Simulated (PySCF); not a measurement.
Job for PySCF: R-M06-2X/def2-TZVPP on H3NOSn (SMILES [NH2][Sn][OH]), a point of a torsion scan. Elements past Kr take the def2 small-core potentials; no spin–orbit coupling.

```python
from pyscf import gto, dft

mol = gto.M(
    atom='''
    N    -1.08364027   -0.04835984    0.24997157
    Sn    0.26634011   -1.50890955    0.83546041
    O     1.72800781   -1.08892338   -0.51730467
    H    -2.08992984   -0.11354525    0.32666332
    H    -0.89473309    0.61322273   -0.49305295
    H     1.67927325   -0.41100997   -1.18675590
    ''',
    basis='def2-tzvpp',
    ecp={'Sn': 'def2-tzvpp'},
    charge=0, spin=0, verbose=4, max_memory=1800)
mf = dft.RKS(mol, xc='m062x').density_fit(auxbasis='def2-universal-jkfit')
mf.grids.level = 4
mf.conv_tol = 1e-9
mf.max_cycle = 150
mf.kernel()
mf.dip_moment()
```

### Question
Give the final energy of this run.

### Answer
-346.0653 hartree.
